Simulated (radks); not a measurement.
Values are calculated unless marked as measured or tabulated.
Spherical jellium clusters: N electrons in a uniform positive sphere of charge N and radius rs N^(1/3), rs = 4.99 bohr. Level of theory: non-relativistic Kohn-Sham, LDA (Slater exchange, Perdew-Wang correlation), spin-polarised, spherical densities (a radial shooting solver with Libxc functionals). Levels are named by radial order and angular momentum (1s, 1p, 1d, 2s, ...), and open shells are averaged over m.

N = 13, configuration 1s2 1p6 1d(up 5, down 0). This is the lowest configuration that the search found. Occupied and some empty levels:

| level | occupation | eigenvalue (eV) | <r> (bohr) |
|---|---|---|---|
| 1s up | 1 | -3.9217 | 7.591 |
| 1s down | 1 | -3.6179 | 7.176 |
| 1p up | 3 | -3.3117 | 8.820 |
| 1p down | 3 | -2.9348 | 8.746 |
| 1d up | 5 | -2.5114 | 9.772 |
| 1d down | 0 | -2.1210 | 9.886 |
| 2s up | 0 | -2.0257 | 8.243 |
| 2s down | 0 | -1.8488 | 8.518 |
| 1f up | 0 | -1.5755 | 10.69 |
| 1f down | 0 | -1.2078 | 10.98 |
| 2p up | 0 | -1.0720 | 10.62 |
| 2p down | 0 | -0.88717 | 10.98 |

Energy (eV): total -23.2372, kinetic 15.849, external -466.13, Hartree 231.50, exchange-correlation -39.621, background 235.17.
